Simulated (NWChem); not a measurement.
Correlation energy of Ga (+1)

```
Ga
```
Charge +1, spin multiplicity 1.

The numbers come from NWChem runs, not from measurements.

Basis set: def2-SVP. Each correlation energy counts from its own Hartree-Fock reference.

The Hamiltonian is non-relativistic. The correlated methods keep 9 core orbitals frozen. Coupled-cluster values serve here as a point of comparison, not as the truth.

Task: For the correlation energy, CCSD gives -165.3 mHa and CR-CCSD(T) gives -169.6 mHa. What do SCS-MP2, CR-CCSD[T] give?

Result: SCS-MP2: -154.2 mHa; CR-CCSD[T]: -170.5 mHa.
